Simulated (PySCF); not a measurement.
Al(Me)2 (C2H6Al), SMILES [CH3][Al][CH3], multiplicity 2. Atoms are numbered in the order given.

```xyz
9

Al     0.0000     0.0000     0.6456
C      1.6862     0.0000    -0.3895
H      1.7135    -0.8813    -1.0401
H      2.5895     0.0000     0.2208
H      1.7135     0.8813    -1.0401
C     -1.6862     0.0000    -0.3895
H     -1.7135    -0.8813    -1.0401
H     -1.7135     0.8813    -1.0401
H     -2.5895     0.0000     0.2208
```
Charge 0, spin multiplicity 2.

Geometry: B3LYP-D3(BJ)/def2-TZVP. The spin state was assumed, not searched. The isomer is the one that the SMILES or the coordinates give; other isomers of the formula were not compared.

Calculation: PBE/pcH-1 (PySCF).

Unrestricted Kohn–Sham, ⟨S²⟩ = 0.751. Hyperfine tensors hold the contact and dipolar terms, without spin-orbit corrections.

**Question.** Estimate the hyperfine couplings. (The exact figures need the calculation; the answer reports its results.)

**Answer.** 
```json
[
 {"nucleus": "27Al no. 1", "A(iso) (MHz)": "600.5", "A(iso) (G)": "214.3", "dipolar principal values (MHz)": "-55.6, -54.4, 109.9"},
 {"nucleus": "13C no. 2", "A(iso) (MHz)": "81.0", "A(iso) (G)": "28.9", "dipolar principal values (MHz)": "-9.3, -8.1, 17.4"},
 {"nucleus": "1H no. 3", "A(iso) (MHz)": "8.5", "A(iso) (G)": "3.0", "dipolar principal values (MHz)": "-4.9, -0.8, 5.6"},
 {"nucleus": "1H no. 4", "A(iso) (MHz)": "-1.9", "A(iso) (G)": "-0.7", "dipolar principal values (MHz)": "-5.7, -2.7, 8.4"},
 {"nucleus": "1H no. 5", "A(iso) (MHz)": "8.5", "A(iso) (G)": "3.0", "dipolar principal values (MHz)": "-4.9, -0.8, 5.6"},
 {"nucleus": "13C no. 6", "A(iso) (MHz)": "81.0", "A(iso) (G)": "28.9", "dipolar principal values (MHz)": "-9.3, -8.1, 17.4"},
 {"nucleus": "1H no. 7", "A(iso) (MHz)": "8.5", "A(iso) (G)": "3.0", "dipolar principal values (MHz)": "-4.9, -0.8, 5.6"},
 {"nucleus": "1H no. 8", "A(iso) (MHz)": "8.5", "A(iso) (G)": "3.0", "dipolar principal values (MHz)": "-4.9, -0.8, 5.6"},
 {"nucleus": "1H no. 9", "A(iso) (MHz)": "-1.9", "A(iso) (G)": "-0.7", "dipolar principal values (MHz)": "-5.7, -2.7, 8.4"}
]
```

**Question.** And the g tensor (effective nuclear charges for spin-orbit coupling, GIAO)? (An estimate is asked for; the answer gives what the named calculation found.)

**Answer.** principal values 1.9940, 2.0020, 2.0032; isotropic 1.9997.
